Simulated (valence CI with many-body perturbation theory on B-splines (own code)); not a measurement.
Tm³⁶⁺: electric-dipole lines

Calculated by valence CI with perturbative core correlation (CI+MBPT): five valence electrons over a frozen Dirac-Fock core [Ar] 3d10, a basis of 9 s, 9 p, 8 d, 6 f, 3 g, 1 h functions for each j, with the one-electron correlation potential Σ1 (screened to all orders), the two-electron term Σ2, the three-electron term Σ3, Breit, model QED; selected single and double excitations, second order for the rest (own B-spline code, finite nucleus).

The last digits are not significant, and no measured levels were compared; by estimate large intervals hold to a few tenths of a per cent, small ones and those within an open d or f shell to about a per cent. Among the levels kept, up to 310 cm⁻¹ of a level comes from second order outside the variational space, and about a tenth of that is noise between levels of different J, which matters for small intervals.

Lines 101 to 150 of 215 in falling wavelength, among levels below 309.18 eV, chosen from the strongest by gf and those to the six lowest levels. Wavelengths and rates use the calculated energies. Electric multipoles are in the length gauge, E1 and E2 with the static RPA response of the core. Weak lines are less certain than strong ones. Lines between different terms over intervals too small for the method are left out, as are lines whose strength nearly cancels. The highest levels of a list are the least certain.

Levels are named by their leading jj configuration (3d3/2^4 stands for four electrons in 3d with j = 3/2), which in mixed levels can hold well under half, so a name can repeat and another be missing. Letters in brackets count levels of one name in rising energy.

| λ vac (nm) | Upper | Lower | A (s⁻¹) | S (a.u.) |
| --- | --- | --- | --- | --- |
| 9.389 | (4s 4p1/2 4p3/2^3) J=3/2 [a] | (4s^2 4p1/2 4p3/2^2) J=1/2 | 4.30e+08 | 7.03e-04 |
| 9.154 | (4s^2 4p1/2 4p3/2 4d3/2) J=3/2 [a] | (4s^2 4p1/2 4p3/2^2) J=3/2 | 5.07e+08 | 7.68e-04 |
| 9.144 | (4s^2 4p1/2^2 4d3/2) J=3/2 | (4s^2 4p1/2^2 4p3/2) J=3/2 | 2.44e+09 | 3.68e-03 |
| 9.135 | (4s^2 4p1/2 4p3/2 4d3/2) J=5/2 [a] | (4s^2 4p1/2 4p3/2^2) J=3/2 | 1.25e+08 | 2.83e-04 |
| 9.134 | (4s^2 4p1/2 4p3/2 4d3/2) J=7/2 | (4s^2 4p1/2 4p3/2^2) J=5/2 | 5.82e+06 | 1.75e-05 |
| 9.114 | (4s^2 4p1/2 4p3/2 4d3/2) J=1/2 [a] | (4s^2 4p1/2 4p3/2^2) J=3/2 | 7.11e+08 | 5.31e-04 |
| 9.081 | (4s 4p1/2^2 4p3/2 4d3/2) J=5/2 [a] | (4s 4p1/2^2 4p3/2^2) J=5/2 | 6.76e+09 | 1.50e-02 |
| 9.036 | (4s 4p1/2^2 4p3/2 4d3/2) J=3/2 [a] | (4s 4p1/2^2 4p3/2^2) J=5/2 | 1.37e+10 | 2.00e-02 |
| 8.969 | (4s 4p1/2 4p3/2^3) J=3/2 [a] | (4s^2 4p1/2 4p3/2^2) J=5/2 | 3.42e+08 | 4.87e-04 |
| 8.876 | (4s 4p1/2^2 4p3/2 4d3/2) J=1/2 [b] | (4s 4p1/2^2 4p3/2^2) J=1/2 | 1.20e+10 | 8.31e-03 |
| 8.792 | (4s^2 4p3/2^2 4d3/2) J=1/2 | (4s^2 4p3/2^3) J=3/2 | 2.09e+09 | 1.40e-03 |
| 8.761 | (4s^2 4p3/2^2 4d3/2) J=3/2 [a] | (4s^2 4p3/2^3) J=3/2 | 8.70e+07 | 1.16e-04 |
| 8.724 | (4s 4p1/2^2 4p3/2^2) J=5/2 | (4s^2 4p1/2^2 4p3/2) J=3/2 | 1.81e+09 | 3.56e-03 |
| 8.716 | (4s^2 4p3/2^2 4d3/2) J=5/2 | (4s^2 4p3/2^3) J=3/2 | 2.68e+09 | 5.25e-03 |
| 8.675 | (4s^2 4p3/2^2 4d5/2) J=1/2 | (4s^2 4p3/2^3) J=3/2 | 3.41e+09 | 2.20e-03 |
| 8.673 | (4s^2 4p1/2 4p3/2 4d3/2) J=1/2 [b] | (4s^2 4p1/2 4p3/2^2) J=1/2 | 3.37e+09 | 2.17e-03 |
| 8.668 | (4s 4p1/2^2 4p3/2 4d3/2) J=5/2 [a] | (4s^2 4p1/2^2 4d3/2) J=3/2 | 2.47e+08 | 4.77e-04 |
| 8.661 | (4s 4p1/2 4p3/2^3) J=3/2 [a] | (4s^2 4p1/2 4p3/2^2) J=3/2 | 1.01e+10 | 1.29e-02 |
| 8.661 | (4s^2 4p1/2 4p3/2 4d3/2) J=3/2 [b] | (4s^2 4p1/2 4p3/2^2) J=1/2 | 2.83e+08 | 3.63e-04 |
| 8.630 | (4s^2 4p1/2 4p3/2 4d5/2) J=5/2 [a] | (4s^2 4p1/2 4p3/2^2) J=5/2 | 1.68e+09 | 3.20e-03 |
| 8.627 | (4s 4p1/2^2 4p3/2 4d3/2) J=3/2 [a] | (4s^2 4p1/2^2 4d3/2) J=3/2 | 2.27e+09 | 2.87e-03 |
| 8.626 | (4s 4p1/2^2 4p3/2 4d3/2) J=1/2 [a] | (4s^2 4p1/2^2 4d3/2) J=3/2 | 9.16e+08 | 5.81e-04 |
| 8.585 | (4s 4p1/2^2 4p3/2 4d5/2) J=7/2 [a] | (4s^2 4p1/2^2 4d5/2) J=5/2 | 1.92e+10 | 4.80e-02 |
| 8.569 | (4s^2 4p1/2 4p3/2 4d5/2) J=7/2 [a] | (4s^2 4p1/2 4p3/2^2) J=5/2 | 5.25e+08 | 1.30e-03 |
| 8.423 | (4s 4p1/2^2 4p3/2 4d3/2) J=3/2 [b] | (4s 4p1/2^2 4p3/2^2) J=5/2 | 6.48e+09 | 7.64e-03 |
| 8.348 | (4s^2 4p1/2 4p3/2 4d3/2) J=5/2 [b] | (4s^2 4p1/2 4p3/2^2) J=5/2 | 4.88e+08 | 8.41e-04 |
| 8.344 | (4s^2 4p1/2 4p3/2 4d5/2) J=5/2 [a] | (4s^2 4p1/2 4p3/2^2) J=3/2 | 1.24e+08 | 2.14e-04 |
| 8.303 | (4s^2 4p1/2 4p3/2 4d3/2) J=3/2 [b] | (4s^2 4p1/2 4p3/2^2) J=5/2 | 3.80e+09 | 4.30e-03 |
| 8.278 | (4s^2 4p1/2 4p3/2 4d5/2) J=3/2 [a] | (4s^2 4p1/2 4p3/2^2) J=1/2 | 3.00e+07 | 3.36e-05 |
| 8.265 | (4s 4p1/2^2 4p3/2 4d5/2) J=7/2 [b] | (4s^2 4p1/2^2 4d5/2) J=5/2 | 2.89e+10 | 6.45e-02 |
| 8.237 | (4s 4p1/2^2 4p3/2 4d3/2) J=5/2 [b] | (4s 4p1/2^2 4p3/2^2) J=5/2 | 1.01e+10 | 1.67e-02 |
| 8.176 | (4s^2 4p3/2^2 4d3/2) J=3/2 [b] | (4s^2 4p3/2^3) J=3/2 | 7.44e+09 | 8.03e-03 |
| 8.117 | (4s^2 4p1/2 4p3/2 4d5/2) J=1/2 [a] | (4s^2 4p1/2 4p3/2^2) J=1/2 | 3.01e+09 | 1.59e-03 |
| 8.081 | (4s^2 4p1/2 4p3/2 4d3/2) J=5/2 [b] | (4s^2 4p1/2 4p3/2^2) J=3/2 | 2.47e+10 | 3.86e-02 |
| 8.065 | (4s 4p1/2^2 4p3/2 4d3/2) J=3/2 [b] | (4s^2 4p1/2^2 4d3/2) J=3/2 | 1.07e+11 | 1.11e-01 |
| 8.049 | (4s^2 4p1/2 4p3/2 4d3/2) J=1/2 [b] | (4s^2 4p1/2 4p3/2^2) J=3/2 | 9.00e+09 | 4.63e-03 |
| 8.039 | (4s^2 4p1/2 4p3/2 4d3/2) J=3/2 [b] | (4s^2 4p1/2 4p3/2^2) J=3/2 | 6.00e+08 | 6.15e-04 |
| 7.950 | (4s^2 4p1/2 4p3/2 4d5/2) J=3/2 [a] | (4s^2 4p1/2 4p3/2^2) J=5/2 | 2.38e+10 | 2.36e-02 |
| 7.901 | (4s 4p1/2^2 4p3/2 4d5/2) J=3/2 | (4s 4p1/2^2 4p3/2^2) J=5/2 | 7.75e+10 | 7.54e-02 |
| 7.895 | (4s 4p1/2^2 4p3/2 4d3/2) J=5/2 [b] | (4s^2 4p1/2^2 4d3/2) J=3/2 | 5.04e+10 | 7.34e-02 |
| 7.885 | (4s 4p1/2^2 4p3/2 4d5/2) J=5/2 | (4s 4p1/2^2 4p3/2^2) J=5/2 | 1.42e+11 | 2.05e-01 |
| 7.865 | (4s^2 4p1/2 4p3/2 4d5/2) J=3/2 [b] | (4s^2 4p1/2 4p3/2^2) J=1/2 | 4.16e+10 | 4.00e-02 |
| 7.857 | (4s^2 4p3/2^2 4d5/2) J=5/2 [a] | (4s^2 4p3/2^3) J=3/2 | 4.02e+06 | 5.77e-06 |
| 7.825 | (4s 4p1/2^2 4p3/2^2) J=1/2 | (4s^2 4p1/2^2 4p3/2) J=3/2 | 1.36e+11 | 6.42e-02 |
| 7.817 | (4s^2 4p1/2^2 4d5/2) J=5/2 | (4s^2 4p1/2^2 4p3/2) J=3/2 | 2.18e+11 | 3.08e-01 |
| 7.734 | (4s^2 4p1/2 4p3/2 4d5/2) J=5/2 [b] | (4s^2 4p1/2 4p3/2^2) J=5/2 | 9.53e+10 | 1.31e-01 |
| 7.707 | (4s^2 4p1/2 4p3/2 4d5/2) J=3/2 [a] | (4s^2 4p1/2 4p3/2^2) J=3/2 | 2.52e+11 | 2.28e-01 |
| 7.705 | (4s 4p1/2^2 4p3/2 4d5/2) J=7/2 [a] | (4s 4p1/2^2 4p3/2^2) J=5/2 | 1.90e+11 | 3.43e-01 |
| 7.705 | (4s 4p1/2^2 4p3/2^2) J=3/2 | (4s^2 4p1/2^2 4p3/2) J=3/2 | 2.82e+11 | 2.54e-01 |
| 7.676 | (4s^2 4p1/2 4p3/2 4d5/2) J=7/2 [b] | (4s^2 4p1/2 4p3/2^2) J=5/2 | 3.19e+11 | 5.70e-01 |
